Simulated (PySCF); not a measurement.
# `C[C@H]1C[C@](F)(C#N)[Se]1`, C5H6FNSe

Cartesian coordinates in Å; atom numbers follow the order of the lines, from 1:
```xyz
14

C     2.0824   -0.1879   -0.0376
C     0.6185   -0.4141   -0.3269
C    -0.3647    0.0408    0.7553
C    -1.4386    0.6845   -0.1260
F    -1.8482    1.9099    0.3125
C    -2.5576   -0.1641   -0.4300
N    -3.4099   -0.8805   -0.6915
Se   -0.1968    0.7977   -1.7252
H     2.3908   -0.8161    0.7972
H     2.6866   -0.4441   -0.9054
H     2.2691    0.8525    0.2214
H     0.4295   -1.4427   -0.6433
H     0.0759    0.8212    1.3782
H    -0.7377   -0.7577    1.3991
```

Method used: TDDFT CAM-B3LYP/def2-SVPD circular dichroism and optical rotation, one conformer, gas phase (PySCF). Geometry: GFN2-xTB.

The calculation is non-relativistic, which matters for the atoms heavier than Zn.

Stereocentres: C2 S, C4 R.

Q: What is the specific rotation at 633, 589.3, 546, 436, 405 nm?

A: [α] in deg dm⁻¹ (g/mL)⁻¹:
| λ (nm) | origin-invariant length gauge | modified velocity gauge | length gauge (centre of mass) | isotropic polarisability (au) |
| --- | --- | --- | --- | --- |
| 633 | -190.1 | -180.4 | -190.4 | 91.5 |
| 589.3 | -218.9 | -207.3 | -219.2 | 91.9 |
| 546 | -252.5 | -238.3 | -252.9 | 92.5 |
| 436 | -305.1 | -274.1 | -305.9 | 94.7 |
| 405 | -184.2 | -137.5 | -184.9 | 95.7 |

The shortest wavelength is close to the first absorption, where this undamped response comes out too large.

Q: And for the mirror image at 589.3 nm?

A: +218.9 deg dm⁻¹ (g/mL)⁻¹ (origin-invariant length gauge): the same size and the opposite sign.

Q: What is the molar rotation [Φ] = [α]·M/100 of the geometry above at 589.3 nm?

A: With M = 178.08 g/mol, -389.8 deg cm² dmol⁻¹ (origin-invariant length gauge).

The first excitation lies at 3.54 eV (350 nm) with R = +5.7 × 10⁻⁴⁰ esu² cm² (velocity form).
